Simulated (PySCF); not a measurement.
Species: C2H5BO2.
SMILES with atom numbers: `[CH2:1]=[CH:2][B:3]([OH:4])[OH:5]` (hydrogens: H6, H7 on C1; H8 on C2; H9 on O4; H10 on O5)

Geometry (PBE0-D3(BJ)/def2-SVP, Å), atoms numbered from 1 in this order:
```xyz
10
C2H5BO2 angstrom
C      1.7652   -0.2539    0.2683
C      0.5533   -0.7810    0.0561
B     -0.7180    0.0898   -0.1946
O     -0.5877    1.4501   -0.2219
O     -1.9053   -0.5622   -0.3742
H      1.9106    0.8319    0.2737
H      2.6536   -0.8698    0.4444
H      0.4451   -1.8723    0.0578
H     -1.4015    1.9402   -0.3673
H     -2.6653    0.0054   -0.5316
```

Method used: EOM-IP-CCSD/aug-cc-pVDZ in PySCF, restricted Hartree–Fock reference, frozen core, non-relativistic, gas phase, PBE0-D3(BJ)/def2-SVP geometry.

The vertical ionisation energies are 10.18, 11.75, 12.07, 12.66, 13.74, 14.09, 15.04, 15.67 eV.

Q: Which Hartree–Fock orbital leads each hole, and what is its Koopmans value −ε?

A: 
```tsv
leading hole (HF orbital)	Koopmans (eV)	EOM-IP-CCSD (eV)	change (eV)	one-hole share
HOMO	10.06	10.18	+0.12	0.96
HOMO-1	12.82	11.75	-1.07	0.96
HOMO-2	13.81	12.07	-1.74	0.94
HOMO-3	14.55	12.66	-1.89	0.95
HOMO-4	15.12	13.74	-1.38	0.95
HOMO-5	15.71	14.09	-1.62	0.94
HOMO-6	16.59	15.04	-1.55	0.94
HOMO-7	17.61	15.67	-1.94	0.94
```

Q: Does the order of the lines follow the orbital energies?

A: Yes, no two lines change places. The corrections run from -1.94 to +0.12 eV, with a mean of -1.38 eV over the 8 lines; EOM-IP-CCSD lies above the Koopmans value for HOMO. Koopmans values leave out both the relaxation of the orbitals and the change in correlation energy.

Q: At what kinetic energies would He I light (21.22 eV) eject these electrons?

A: 11.04 eV (HOMO), 9.47 eV (HOMO-1), 9.15 eV (HOMO-2), 8.56 eV (HOMO-3), 7.48 eV (HOMO-4), 7.13 eV (HOMO-5), 6.18 eV (HOMO-6), 5.55 eV (HOMO-7).

One root was sought for each valence orbital with −ε under 21 eV, eight at most, so deeper holes and satellites are missing; no vibrational structure.

One conformer stands for the species.
